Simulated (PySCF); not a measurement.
Ga(F)(SiH3)2 (FGaH6Si2), SMILES [F][Ga]([SiH3])[SiH3].

Geometry: PBE0-D3(BJ)/def2-SVP.

Two levels are set side by side: TDA-PBE/def2-SVPD (PySCF) and TDA-LC-ωPBE/def2-SVPD (PySCF). Vertical, same geometry. The lowest singlet is HOMO→LUMO 99 % with PBE and HOMO→LUMO 98 % with the other functional; states are paired by order. Differences are taken from unrounded values.

| quantity | TDA-LC-ωPBE | TDA-PBE | TDA-PBE minus TDA-LC-ωPBE |
|---|---|---|---|
| lowest singlet excitation (eV) | 4.28 | 3.72 | -0.56 |
| lowest triplet excitation (TDA) (eV) | 3.56 | 3.19 | -0.37 |
| first bright state (f over 0.05) (eV) | 6.94 | 5.78 | -1.16 |
| its oscillator strength | 0.87 | 0.23 | -0.64 |

A lower first singlet is the usual sign of a functional without exact exchange. Differences between two approximate levels are no errors against the true value.

Rough cost on one machine, each run with all the roots and properties that it gave: TDA-LC-ωPBE against TDA-PBE about 3 times.
